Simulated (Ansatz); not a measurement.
Species: InH (charge +1, doublet). 
Coordinates optimised at B3LYP-D3(BJ)/def2-TZVP (Ansatz, a first-principles code):
```xyz
2

In     0.0000     0.0000    -0.0378
H      0.0000     0.0000     1.8523
```
Charge +1, spin multiplicity 2.

Basis-set convergence of Hartree-Fock and CCSD(T) correlation energies (hartree) with Ansatz. Valence correlation only, unless marked. Open shells are spin-unrestricted. No spin-orbit coupling. Frozen are the shells of the preceding noble gas and the d and f shells that filled before the atom's block. Past Kr the def2 sets carry scalar-relativistic core potentials.

| basis | functions | E(HF) | E(corr, CCSD(T)) |
|---|---|---|---|
| def2-SVP | 31 | -189.51530 | -0.03735 |
| def2-TZVPP | 64 | -189.52040 | -0.04182 |
| def2-QZVPP | 112 | -189.52141 | -0.04300 |

Extrapolating the two largest sets (X = 3 and 4) as X^-3: E(corr) = (64·(-0.04300) - 27·(-0.04182))/37 = -0.0439 Eh, an estimate of the basis-set limit. The largest set recovers 98.0 % of it, the smallest 85.2 %.
